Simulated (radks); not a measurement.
The numbers below are computed, except where a source is named.
Question: Species: Ru18+. Configuration: [Ar] 3d8. Code: a radial shooting solver on a logarithmic mesh with Libxc functionals. Model: Dirac Kohn-Sham, PBE, spin-unpolarised, spherical densities, finite nucleus; open shells fill j = l - 1/2 first; Fermi nuclear charge, rms radius 4.4809 fm. Some entries of the table are withheld. Estimate them.

orbital,occ.,eigenvalue (hartree),<1/r> (bohr^-1),<r^2> (bohr^2)
1s1/2,2,-825.4300,45.88,0.001509
2s1/2,2,-135.1503,(1),0.02484
2p1/2,2,-126.4375,10.49,0.01866
2p3/2,4,-121.6068,9.939,0.02000
3s1/2,2,-38.10111,3.747,0.1743
3p1/2,2,(2),3.662,0.1684
3p3/2,4,(3),3.530,0.1766
3d3/2,4,-28.02847,3.381,(4)
3d5/2,4,-27.84750,3.347,(5)

Answer: 
(1) 2s1/2 <1/r> (bohr^-1): 10.52
(2) 3p1/2 eigenvalue (hartree): -34.74068
(3) 3p3/2 eigenvalue (hartree): -33.85358
(4) 3d3/2 <r^2> (bohr^2): 0.1517
(5) 3d5/2 <r^2> (bohr^2): 0.1540
